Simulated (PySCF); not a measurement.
```xyz
10

C      1.8004     0.6623     0.4107
C      0.7042     0.0756    -0.0532
O     -0.5106     0.2281     0.5325
C     -1.5899    -0.4278    -0.1163
H      2.7450     0.5042    -0.0870
H      1.7722     1.3000     1.2838
H      0.7199    -0.5659    -0.9309
H     -2.4782    -0.2335     0.4803
H     -1.7415    -0.0349    -1.1264
H     -1.4216    -1.5080    -0.1694
```

Charge 0, multiplicity 1.

Task: Give the Mulliken and meta-Löwdin atomic charges from PBE-D3(BJ)/def2-TZVP // B3LYP-D3(BJ)/def2-TZVP (PySCF 2.14.0).

Result: 
```tsv
atom	Mulliken (e)	meta-Löwdin (e)
C1	-0.30	-0.35
C2	0.03	0.07
O3	-0.19	-0.30
C4	-0.23	-0.14
H5	0.12	0.13
H6	0.11	0.13
H7	0.07	0.10
H8	0.14	0.14
H9	0.12	0.11
H10	0.12	0.11
```
